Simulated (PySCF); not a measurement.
Electronic structure of S⁻ (sulfur, charge -1) at the UHF level

Configuration: [Ne] 3s2 3p5, 2P determinant. Calculation: PySCF 2.14, in def2-TZVPPD; the non-relativistic Hamiltonian (point nucleus).

```
Total energy                                                  : -397.534838 hartree
One-electron energy                                           : -554.5119 hartree
Hartree (Coulomb) energy                                      : 182.1703 hartree
Exchange energy                                               : -25.1932 hartree
Kinetic energy                                                : 397.52935 hartree
⟨S²⟩                                                          : 0.7628
⟨L²⟩                                                          : 2.052
Sum of ⟨r⟩                                                    : 18.99 bohr
Sum of ⟨r²⟩                                                   : 43.49 bohr²
Traceless quadrupole moment −½Σ⟨3z² − r²⟩ along its main axis : 3.25 e·bohr²
Density at the nucleus (Gaussians lack the cusp)              : 2570 bohr⁻³
Spin density at the nucleus                                   : 0.0754 bohr⁻³
Langevin diamagnetic susceptibility                           : -34.4 ×10⁻⁶ cm³/mol
```

```
shell  electrons  mean orbital energy (eV)  spread (eV)  rms radius, mean of both spins (bohr)
 1s α          1                   -2494.7            0                                  0.113
 1s β          1                   -2494.5            0                                  0.113
 2s α          1                   -236.21            0                                  0.518
 2s β          1                   -235.97            0                                  0.518
 2p α          3                   -173.17        0.483                                  0.492
 2p β          3                   -172.73        0.389                                  0.492
 3s α          1                   -17.273            0                                   1.93
 3s β          1                   -14.420            0                                   1.93
 3p α          3                    -3.505        1.840                                   2.61
 3p β          2                    -2.312            0                                   2.61
```

Spin-orbit constants ζ (cm⁻¹) from the X2C one-electron operator on these orbitals (non-relativistic here): bare nucleus, nucleus screened by l(l+1)(2l+1)/3 electrons, and screened by the Breit-Pauli mean field of the electrons.

```json
{"shell": "2p", "bare": "7349", "screened nucleus": "6430", "mean field": "6007"}
{"shell": "3p", "bare": "409.7", "screened nucleus": "358.5", "mean field": "330.1"}
```

To first order the Landé constant is A = -330.1 cm⁻¹, so the lowest level has J = 3/2 and lies 0.0205 eV below the centre of the term.
